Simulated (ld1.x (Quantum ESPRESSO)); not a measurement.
**Scattering properties, TM potential for hafnium (Hf)**

ld1.x (Quantum ESPRESSO) 7.5 input, shortened:

```
&input
   title='Hf', zed=72., rel=2, dft='PZ', iswitch=3,
   config='[Xe] 4f14 5d2 6s2 6p0', rel_dist='average'
 /
 &inputp
   pseudotype=2, tm=.true., lloc=0,
   nlcc=.true., new_core_ps=.true., rcore=1.60
 /
3
6P  2  1   0.00   0.00  3.75  3.75  0.0
5D  3  2   2.00   0.00  1.70  1.70  0.0
6S  1  0   2.00   0.00  2.25  2.25  0.0
 &test
   configts(1)='5d2 6s2 6p0'
 /
```

Open shells are filled in proportion to 2j + 1 (rel_dist='average').

The phase is arctan(r·u′/u) with u = r·R(r), unwrapped; energies in Ry, scanned from -2 to 5 Ry. A pole is an energy at which the radial function vanishes at the test radius. The pseudo phase is shifted by a multiple of π to meet the all-electron one at the reference energy, and phase errors are pseudo minus all-electron; the curves can meet again beyond the range given. Levels narrower than the energy grid can be missing from the lists of poles.

Task: For each channel, where are the poles, and over which energies does the pseudopotential scatter like the atom?

Result:

```tsv
channel	radius (bohr)	reference energy (Ry)	poles, all-electron	poles, pseudo	unbroken range about the reference energy with phases within 0.05 rad	phase error 1 Ry above the reference energy (rad)
s	4.07	-0.39	0.06, 3.36	0.05, 2.06, 4.62	below 0.8	-0.026
p1/2	4.07	-0.13	0.66, 4.12	0.64, 3.74	below 1.5	-0.009
p3/2	4.07	-0.10	0.85, 4.46	0.80, 3.69	below 1.4	-0.017
d3/2	4.07	-0.23	-0.11, 2.17	-0.11, 2.37	below 0.6	+0.134
d5/2	4.07	-0.20	-0.06, 2.23	-0.06, 2.42	below 0.7	+0.122
```

Phases in the p3/2 channel:

| E (Ry) | all-electron | pseudo |
| --- | --- | --- |
| -2.00 | 1.384 | 1.381 |
| -1.76 | 1.368 | 1.366 |
| -1.52 | 1.348 | 1.346 |
| -1.28 | 1.322 | 1.320 |
| -1.04 | 1.285 | 1.283 |
| -0.80 | 1.227 | 1.225 |
| -0.56 | 1.121 | 1.118 |
| -0.32 | 0.865 | 0.863 |
| -0.08 | -0.019 | -0.019 |
| 0.16 | -1.065 | -1.070 |
| 0.40 | -1.377 | -1.385 |
| 0.64 | -1.505 | -1.516 |
| 0.88 | -1.579 | -1.595 |
| 1.12 | -1.636 | -1.661 |
| 1.36 | -1.690 | -1.732 |
| 1.60 | -1.752 | -1.837 |
| 1.84 | -1.843 | -2.070 |
| 2.08 | -2.021 | -2.975 |
| 2.32 | -2.544 | -4.151 |
| 2.56 | -3.775 | -4.447 |
| 2.80 | -4.301 | -4.560 |
| 3.04 | -4.475 | -4.621 |
| 3.28 | -4.559 | -4.662 |
| 3.52 | -4.610 | -4.693 |
| 3.76 | -4.645 | -4.720 |
| 4.00 | -4.672 | -4.746 |
| 4.24 | -4.695 | -4.773 |
| 4.48 | -4.714 | -4.805 |
| 4.72 | -4.733 | -4.849 |
| 4.96 | -4.751 | -4.925 |
